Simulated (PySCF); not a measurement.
# Ionising HfCl

ROHF-CCSD(T); PySCF, scalar-relativistic core potentials, basis sets Hf def2-TZVPPD with ECP60, Cl def2-TZVPPD. Neutral (ROHF): doublet (δ ↑), Re = 2.324 Å, ωe = 376 cm⁻¹, De = 5.04 eV.

HfCl⁺ (UHF): triplet (σ ↑, δ ↑), Re = 2.243 Å, ωe = 446 cm⁻¹, De = 4.43 eV to Hf⁺ (5d1 6s2) + Cl. The energies at the minima are -507.48405 hartree for HfCl and -507.22042 for HfCl⁺.

(1) Work out the adiabatic ionisation energy, without and with harmonic zero-point energies (1 hartree = 27.2114 eV, 1 eV = 8065.5 cm⁻¹), and the change of the bond length.

HfCl⁻ (ROHF): triplet (π ↑, δ ↑), Re = 2.449 Å, ωe = 273 cm⁻¹, De = 2.02 eV to Hf (5d2 6s2) + Cl⁻. The energies at the minima are -507.48405 hartree for HfCl and -507.50023 for HfCl⁻.

(2) Work out the adiabatic electron affinity, without and with harmonic zero-point energies (1 hartree = 27.2114 eV, 1 eV = 8065.5 cm⁻¹), and the change of the bond length.

Correlated steps freeze 5 core orbitals. UHF and ROHF references stand side by side, which adds small steps between rows. These are scalar-relativistic numbers at best; spin–orbit coupling would shift them, the dissociation energy most. For an ion De counts to the pair picked by the measured ionisation energies or electron affinities, which need not be the lowest pair at this level. The state is the lowest single determinant that the PBE0 search found; with open d or f shells the true ground state can be another one.

Neutral and ion stand on different kinds of reference determinant, which adds to the error of the difference.

Results:

(1) At CCSD(T): 0.26363 hartree = 7.174 eV between the minima; the zero-point term (446.0 − 376.0)/2 cm⁻¹ = +0.004 eV makes it 7.178 eV. Re changes by -8.1 pm against the neutral. The electron leaves a σ orbital, and the shorter bond of the ion fits an antibonding orbital, or a change in how ionic the bond is.

(2) At ROHF-CCSD(T): 0.01618 hartree = 0.440 eV between the minima; the zero-point term (376.0 − 273.0)/2 cm⁻¹ = +0.006 eV makes it 0.447 eV. Re changes by +12.5 pm against the neutral. The electron enters a π orbital, and the longer bond of the ion fits an antibonding orbital, or a change in how ionic the bond is.
